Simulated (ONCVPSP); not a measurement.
LDA (Perdew-Wang 92) ONCV dataset for Br (Z = 35), scalar-relativistic all-electron reference.

* Element: bromine (Br)
* Generator: ONCVPSP 4.0.1
* Type: optimised norm-conserving Vanderbilt (ONCV)
* Functional: LDA (Perdew-Wang 92)
* Relativity: scalar-relativistic
* Frozen core: [Ne] 3s2
* Valence charge: 23
* Reference configuration: 3p6 3d10 4s2 4p4.75 (charge +0.25)
* Partial waves: 4s: rc 1.50 bohr, ncon 3, nbas 6, qcut 3.7 1/bohr, 2 projectors, debl 2.8 Ha; 3p+4p: rc 1.15 bohr, ncon 4, nbas 8, qcut 9.5 1/bohr, 2 projectors; 3d: rc 0.50 bohr, ncon 4, nbas 8, qcut 22.1 1/bohr, 2 projectors, debl 1.8 Ha
* Local potential: polynomial inside 0.40 bohr (lpopt 1, dvloc0 0 Ha)
* Core correction: Teter function, fcfact 7.3, rcfact 1.3

In the d channel the program set the typed energies aside and used -2.558, 0.250 Ha.

All-electron outer shells of the reference configuration (LDA (PZ), scalar-relativistic, ld1.x):

| shell | level (eV) | outermost node (bohr) | outermost maximum (bohr) |
| --- | --- | --- | --- |
| 2p | -1530.50 | – | 0.13 |
| 3s | -239.82 | 0.23 | 0.48 |
| 3p | -175.83 | 0.21 | 0.48 |
| 3d | -69.62 | – | 0.43 |
| 4s | -22.76 | 0.67 | 1.41 |
| 4p | -10.29 | 0.70 | 1.64 |

Problem. Estimate the cutoffs (Ha) at which the residual kinetic energy of the hardest occupied pseudo-wave falls to 1 and 0.1 mHa per electron.

Solution. 622 Ha and 951 Ha.

Problem. What does a ghost test show?

Solution. Ghosts flagged at negative energy: s at -598.2 eV; GHOST(+) flagged for s at 213.9 eV. A true bound ghost makes a file unfit for plane-wave use.

Problem. Which valence shell sets the plane-wave cutoff?

Solution. 3d: 622 Ha for 1 mHa per electron, against 59 Ha for 3p.

Problem. Tests: 3p6 3d10 4s2 4p5; 3p6 3d10 4s2 4p4; 3p6 3d10 4s2 4p3; 3p6 3d9 4s2 4p6. Which has the largest error in its energy relative to the reference configuration, and how large is it?

Solution. 3p6 3d9 4s2 4p6, with -75 meV (all-electron minus pseudo) on +62.18 eV.
